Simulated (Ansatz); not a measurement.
Ansatz (a quantum-chemistry and plane-wave program) input (B3LYP/def2-SVP):

Ansatz 0.2 input:
```yaml
crystal:
  periodic: [false, false, false]
  atoms:
    - {symbol: Mo, position_ang: [-0.00000000, -0.00000000, -0.27163800]}
    - {symbol: O, position_ang: [0.00000000, 0.00000000, 1.42610000]}
basis:
  gaussian:
    orbitals: def2-SVP
hamiltonian:
  xc: {name: B3LYP}
magnetization: {spin_polarized: true, initial_magnetization: 4}
output: {forces: true}
```

Output:

```
Functional definition: B3LYP
integrals: 0.01 GiB planned
455 factors; integrals over basis functions are off by at most 1.2e-3 eV
mean field: 0.14 GiB planned
mean field evaluation 1: about -3892.5869 eV, gradient 4.1e1 eV
mean field evaluation 2: about -3755.6132 eV, gradient 1.5e2 eV
mean field evaluation 4: about -3898.8974 eV, gradient 1.0e1 eV
mean field evaluation 8: about -3899.5049 eV, gradient 4.0e-1 eV
mean field evaluation 16: about -3899.5089 eV, gradient 1.4e-4 eV
mean field -3899.50890522 eV, -143.3043090848 hartree, gradient 2.2e-5 eV, S^2 6.027713; 4 other end points of the search recorded, 0 dependent functions left out
the calculation of the forces begins
reference -3899.50908727 eV, -143.3043157750 hartree; 13, 9 occupied and 32, 36 virtual orbitals, 455 factors
Total energy: -3899.50908727 eV, -143.3043157750 hartree
Atom 0 at    -0.000000    -0.000000    -0.271638 Å, force     0.000000    -0.000000     0.137213 eV/Å
Atom 1 at     0.000000     0.000000     1.426100 Å, force    -0.000000     0.000000    -0.137213 eV/Å
Dipole moment:     0.000000    -0.000000    -0.667442 e Å
```

The geometry given is a B3LYP-D3(BJ)/def2-TZVP minimum.
